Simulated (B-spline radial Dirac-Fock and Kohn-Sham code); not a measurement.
**Two-hole binding energies of Ba⁶⁺**

System: Ba⁶⁺, [Kr] 4d10 5s2 5p2.

The run's input, task.json:

```json
{"items": [{
  "Z": 56,
  "q": 6,
  "cfg": [[1, 0, 2], [2, 0, 2], [2, 1, 6], [3, 0, 2], [3, 1, 6], [3, 2, 10], [4, 0, 2], [4, 1, 6], [4, 2, 10], [5, 0, 2], [5, 1, 2]],
  "A": 138,
  "rrms": 4.8378,
  "do": ["binding", "quiet", "double"]
}]}
```

Command: `python xray_run.py task.json out`

Calculated with a radial B-spline solver, using multi-electron Dirac-Fock with separately optimised hole states, Breit and Lamb-shift corrections added in first order. U is the two-hole binding energy less the two single-hole energies, the effective repulsion of the holes after relaxation. Each two-hole energy is an average over J within one jj subconfiguration.

```csv
holes,E(a) (eV),E(b) (eV),E(ab) (eV),U (eV)
1s⁻¹ 2p1/2⁻¹,37523.4,5708.6,43506.6,274.5
1s⁻¹ 2p3/2⁻¹,37523.4,5331.7,?,?
1s⁻¹ 3p1/2⁻¹,37523.4,1223.2,38833.8,87.2
1s⁻¹ 3d5/2⁻¹,37523.4,864.1,38462.9,75.3
2s⁻²,6079.1,6079.1,12317.9,159.7
2s⁻¹ 2p3/2⁻¹,6079.1,5331.7,11556.3,145.5
2s⁻¹ 3d3/2⁻¹,6079.1,879.5,7035.2,76.6
2s⁻¹ 3d5/2⁻¹,6079.1,864.1,7018.6,75.4
2p1/2⁻¹ 3d3/2⁻¹,5708.6,879.5,6663.0,74.9
2p1/2⁻¹ 3d5/2⁻¹,5708.6,864.1,6649.9,77.1
3p1/2⁻¹ 3p3/2⁻¹,1223.2,1148.8,2426.7,54.6
3d5/2⁻²,864.1,864.1,1789.3,61.0
4d3/2⁻¹ 4d5/2⁻¹,172.6,170.0,367.8,25.2
4d5/2⁻²,170.0,170.0,364.9,24.9
```

**Question.** Give the missing two-hole energy and U.

**Answer.** E(ab) = 43102.4 eV and U = 247.3 eV.

Run: 40 s of CPU time on 1 thread of Intel(R) Xeon(R) Platinum 8488C (shared host), peak memory 0.46 GiB.
